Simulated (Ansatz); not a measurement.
Cartesian coordinates in Å:
```
B -0.4732 1.0220 -1.3551
C 0.7863 0.2201 -1.2184
Zn 0.1747 -0.4118 0.5630
N -0.1325 -1.1395 2.1976
H -0.5402 2.1407 -0.9192
H -1.4700 0.5273 -1.8107
H 0.9173 -0.7086 -1.7776
H 1.7357 0.7104 -0.9935
H -0.8722 -1.8183 2.3025
H -0.1258 -0.5424 3.0114
```

Total charge 0; spin multiplicity 1.

Q: List the ωB97M-V/def2-TZVPP orbital energies in eV (Ansatz 0.2.0). (Estimate.)

A: Ansatz gave: Occupied: -9465.56, -1156.80, -1017.25, -1017.23, -1017.14, -393.76, -280.97, -187.07, -136.66, -92.05, -92.00, -91.88, -25.50, -22.08, -17.58, -17.53, -17.39, -17.30, -17.30, -15.81, -15.18, -14.23, -12.88, -12.17, -11.05, -10.44, -9.40. Lowest empty: 0.75, 1.13, 1.17, 2.42, 2.82, 3.61, 3.90, 4.39.
